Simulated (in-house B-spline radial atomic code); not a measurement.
**Ionising the arsenic ion As⁴⁺ with different functionals**

Computed with a radial B-spline atomic code at the basis-set limit: four-component Dirac-Coulomb Hamiltonian, Fermi nucleus of rms radius 4.0968 fm, spin-restricted, spherical fractional occupations for the functionals, and exact exchange of hybrids averaged over the configuration. The ionisation energy is the difference of two self-consistent energies, [Ar] 3d10 4s1 → [Ar] 3d10, without Breit or QED terms; ε is the level of the shell that loses the electron (mean over j).

```json
{"method": "BHandHLYP", "rung": "global hybrid", "ΔSCF (eV)": "63.35", "-ε(4s) (eV)": "60.06"}
{"method": "B97-1", "rung": "global hybrid", "ΔSCF (eV)": "63.13", "-ε(4s) (eV)": "58.08"}
{"method": "LC-wPBE", "rung": "range-separated hybrid", "ΔSCF (eV)": "63.22", "-ε(4s) (eV)": "61.35"}
{"method": "wB97X", "rung": "range-separated hybrid", "ΔSCF (eV)": "62.27", "-ε(4s) (eV)": "61.05"}
```

Among the functionals, which spreads more, the ΔSCF values or the orbital energies?

The orbital energies: ΔSCF values span about 1.08 eV and the orbital energies 3.27 eV.

How do they compare with the NIST value?

NIST lists 62.77 eV ± 0.06 (measured, ground level to ground level). Errors run from -0.50 to +0.58 eV; B97-1 is closest (+0.36 eV), but part of that can be cancellation, since the calculations leave out Breit-QED terms, spin polarisation.
